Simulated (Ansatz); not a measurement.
Species: ReF (charge 0, triplet). The spin state was set by rule; other spins were not relaxed. SMILES: [F][Re]
Geometry: optimised at B3LYP-D3(BJ)/def2-TZVP (Ansatz, a quantum-chemistry and plane-wave program).

Property: atomisation energy (electronic, to ground-state atoms), in kcal/mol. Correlated levels leave the core frozen unless marked. UHF or UKS for open shells. Spin-orbit coupling is left out. Frozen are the shells of the preceding noble gas and the d and f shells that filled before the atom's block. In def2 rows, elements after Kr have scalar-relativistic effective core potentials. The coupled-cluster limit lacks core correlation, which all-electron functionals hold. CBS marks a two-point X^-3 extrapolation of the correlation energy; Hartree-Fock from the larger set. The program attaches cautions to a run behind CCSD/def2-SVPD: other amplitudes. The program attaches cautions to a run behind CCSD(T)/CBS(def2-TZVPPD,def2-QZVPPD): other amplitudes.

The UHF reference is spin-contaminated (<S^2> 1.32 over the pure value in the largest basis). The T1 diagnostic of CCSD in the largest basis is 0.046, which is high, so the coupled-cluster rows are less sure than usual.

```
level                                        program  atomisation energy (kcal/mol)
------------------------------------  --------------  -----------------------------
revPBE-D3(BJ)/def2-TZVPD              Ansatz + dftd3                           78.0
r2SCAN/def2-TZVPD                             Ansatz                           76.7
PBE0-D3(BJ)/def2-TZVP                 Ansatz + dftd3                            ___
PBE0-D3(BJ)/def2-TZVPD                Ansatz + dftd3                           68.7
PBE0/def2-QZVPP                               Ansatz                            ___
BHLYP-D3(BJ)/def2-TZVPD               Ansatz + dftd3                           58.8
r2SCAN0/def2-TZVPD                            Ansatz                           64.1
LC-wPBE/def2-TZVPD                            Ansatz                            ___
CCSD/def2-SVPD                                Ansatz                            ___
CCSD(T)/CBS(def2-TZVPPD,def2-QZVPPD)          Ansatz                           76.7
```

Task: Complete the blanks.

Result: 
- PBE0-D3(BJ)/def2-TZVP, atomisation energy (kcal/mol): 68.5
- PBE0/def2-QZVPP, atomisation energy (kcal/mol): 71.7
- LC-wPBE/def2-TZVPD, atomisation energy (kcal/mol): 75.0
- CCSD/def2-SVPD, atomisation energy (kcal/mol): 59.3
